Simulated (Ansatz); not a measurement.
Conformers of `C=C[SiH](O)[SiH](O)O`, each relaxed with PBE0-D4/def2-TZVP in Ansatz. CBS adds the triple-zeta coupled-cluster correction to the MP2 limit.

Not all of them had a frequency check.

Conformer A:

Z-matrix (Å, degrees):
```
Si
C 1 1.859
Si 1 2.351 2 116.8
O 1 1.668 2 112.9 3 114.0
H 1 1.495 2 107.3 3 -126.2
C 2 1.332 1 123.7 3 -7.8
H 2 1.091 1 118.4 3 171.0
O 3 1.652 1 107.9 2 21.1
O 3 1.647 1 105.4 2 142.4
H 3 1.487 1 116.7 2 -101.7
H 4 0.958 1 118.5 2 62.0
H 6 1.087 2 121.8 1 178.9
H 6 1.086 2 121.7 1 -1.0
H 8 0.959 3 117.2 1 -178.7
H 9 0.962 3 114.4 1 -27.5
```

Conformer B:

```xyz
15

C     0.794    0.670    2.181
C    -0.391    0.991    1.668
Si   -1.063    0.255    0.095
O    -1.729    1.412   -0.895
Si    0.618   -0.704   -1.233
O     0.000   -1.549   -2.510
O     1.433   -1.764   -0.276
H     1.456   -0.042    1.696
H     1.151    1.093    3.117
H    -1.005    1.709    2.213
H    -2.126   -0.735    0.450
H    -2.623    1.697   -0.705
H     1.539    0.337   -1.787
H    -0.155   -1.060   -3.320
H     2.102   -2.309   -0.694
```

Problem. Which is lowest in electronic energy at CCSD(T)/CBS (frozen core, def2 sets), and by how much? (Best estimate.)

Solution. The calculation gave: A; B lies 8.1 kJ/mol higher.

Problem. Give the energies relative to A (kJ/mol) with ωB97X-V/def2-TZVPP, B2PLYP/def2-TZVPP, PBE0/def2-TZVPP, HF/def2-TZVPP, MP2/def2-TZVPP, SCS-MP2/def2-TZVPP, HF/CBS(def2). (An estimate is asked.)

Solution. The calculation gave: 
```tsv
level	B
ωB97X-V/def2-TZVPP	8.9
B2PLYP/def2-TZVPP	8.2
PBE0/def2-TZVPP	8.1
HF/def2-TZVPP	3.7
MP2/def2-TZVPP	8.8
SCS-MP2/def2-TZVPP	7.7
HF/CBS(def2)	3.0
```
